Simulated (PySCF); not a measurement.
## Static response to an electric field

C8H7FO.
Structure used (PBE0-D3(BJ)/def2-SVP), in Å, numbered top down from 1:
```
atom  x, y, z in Å
O1     3.7450   -0.8128    0.6942
C2     3.0506   -0.1346   -0.0204
C3     1.5742   -0.1017    0.0329
C4     0.8557    0.7101   -0.8474
C5    -0.5355    0.7435   -0.8012
C6    -1.2177   -0.0402    0.1301
C7    -2.7178   -0.0183    0.1914
F8    -3.2497    0.8408   -0.7288
C9    -0.4973   -0.8562    1.0155
C10    0.8874   -0.8888    0.9682
H11    3.5012    0.5375   -0.7959
H12    1.3947    1.3225   -1.5762
H13   -1.1054    1.3745   -1.4840
H14   -3.0521    0.2924    1.1970
H15   -3.1203   -1.0292    0.0013
H16   -1.0315   -1.4697    1.7467
H17    1.4702   -1.5166    1.6458
```

Level: CAM-B3LYP/def2-SVPD (PySCF), static field, nuclei fixed, core orbitals frozen in the response. The polarisability tensor in these axes (au):

```
x   136.93  -4.74   0.56
y    -4.74  76.28 -21.11
z     0.56 -21.11  81.26
```

Problem. Diagonalise the tensor; give its mean and Δα, where Δα² is half the sum of the squared differences of the eigenvalues.

Solution. Principal values 57.39, 99.69 and 137.39 au; mean 98.16 au = 14.55 Å³ = 16.18 × 10⁻⁴⁰ C²·m²/J; Δα = 69.32 au (71 % of the mean).

Problem. What is the dipole moment, and where does it point?

Solution. (-2.40, 0.29, -0.19) D, 2.43 D in size, pointing from the negative to the positive side. Measured along this direction, the outermost atoms are O1 at the negative end and F8 at the positive end.

Problem. Rayleigh depolarisation ratio (linearly polarised light, static tensor)?

Solution. ρ = 3Δα²/(45ᾱ² + 4Δα²) = 14416.2/(433560 + 19221.5) = 0.0318.

Problem. Find the Langevin capture rate constant for H3+ (3.023 u) meeting this molecule (138.048 u), k = 2.342 × 10⁻⁹ cm³/s × √(α in Å³ / reduced mass in u).

Solution. The reduced mass is 2.96 u, so k = 5.19 × 10⁻⁹ cm³/s. The formula leaves out the permanent dipole, which adds to the capture rate.

Problem. Sum over states: ᾱ = Σ f/ω², ω in Eh. What share falls to these 6 lowest TDDFT singlets (eV, f)? 3.91, 0.0002; 5.01, 0.0129; 5.29, 0.3307; 6.39, 0.2125; 6.56, 0.0002; 6.72, 0.5254.

Solution. They add up to 21.61 au, 22.0 % of the 98.16 au; the largest single term is 8.76 au, from the state at 5.29 eV. Terms in order: 0.01, 0.38, 8.76, 3.85, 0.00, 8.61 au. Higher excitations give the rest. The strengths listed sum to 1.082.

Problem. Molar refractivity from α?

Solution. Lorentz–Lorenz: R = (4π/3)N_A α = 2.5225 cm³/(mol·Å³) × 14.55 Å³ = 36.7 cm³/mol, in the limit of long wavelengths.

Problem. Give the eigenvalues of the traceless quadrupole moment Θ = ½Σq(3rr − r²1), origin at the centre of nuclear charge.

Solution. -24.76, 3.73, 21.03 D·Å. The values depend on the origin, since the dipole doesn't vanish. The electronic extent ⟨r²⟩ about the same centre is 1775 bohr², a root-mean-square distance of 2.63 Å for the 72 electrons.

The structure is a single PBE0-D3(BJ)/def2-SVP conformer in the gas phase; no vibrational or solvent corrections.
